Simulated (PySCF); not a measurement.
## Two-component Hartree-Fock for Tl⁴³⁺ (thallium, charge +43)

Start: [Kr] 4d2; 4d3/2 filled at m_j = +1/2, +3/2. Calculated with PySCF 2.14 in an uncontracted even-tempered set (16 s from 5.5 bohr⁻², ratio 2.8; 14 p from 7.2 bohr⁻², ratio 2.8; 9 d from 7.2 bohr⁻², ratio 2.8; 3 f from 26 bohr⁻², ratio 3): generalised Hartree-Fock with the X2C-1e Hamiltonian and a Gaussian nucleus; one run each with spin-orbit coupling (SO) switched off, then screened by Boettger's factors.

```csv
spinor shell,electrons,"ε, spin-free (eV)","ε, screened SO (eV)",weight of nominal j (screened SO),"rms radius, screened SO (bohr)"
1s1/2,2,-88073.8,-88035.9,1.000,0.0184
2s1/2,2,-17529.7,-17516.6,1.000,0.0743
2p1/2,2,-15383.0,-16877.2,1.000,0.0628
2p3/2,4,-15383.0,-14801.6,1.000,0.0710
3s1/2,2,-5757.4,-5752.3,1.000,0.187
3p1/2,2,-5124.4,-5468.8,1.000,0.179
3p3/2,4,-5124.4,-4985.8,1.000,0.195
3d3/2,4,-4473.0,-4534.0,1.000,0.170
3d5/2,6,-4473.0,-4427.2,1.000,0.174
4s1/2,2,-2599.5,-2597.5,1.000,0.393
4p1/2,2,-2362.9,-2477.5,1.000,0.389
4p3/2,4,-2362.9,-2315.7,1.000,0.416
4d3/2,2,-2126.8,-2143.4,0.999,0.397
```

```json
{"quantity": "E (hartree)", "spin-free": "-19013.67100", "screened SO": "-19050.17570"}
{"quantity": "M_J", "spin-free": "2", "screened SO": "2"}
{"quantity": "⟨J²⟩", "spin-free": "8.001", "screened SO": "6.010"}
{"quantity": "⟨L²⟩", "spin-free": "12.001", "screened SO": "10.200"}
{"quantity": "⟨S²⟩", "spin-free": "2.000", "screened SO": "1.604"}
```

Each row is a mean over spinors that exchange with the open shell spreads, by up to 19.064 eV (4p1/2).

Breit and QED terms are absent; they matter most for the inner s and p1/2 levels.

Densities and radii are taken from the X2C orbitals without a picture-change correction, which distorts them close to the nucleus.

Without spin-orbit coupling the j labels of p, d and f shells carry no meaning; the spin-free column gives the mean over the occupied spinors of each nl shell, and its ⟨J²⟩ belongs to a mixture of degenerate components.
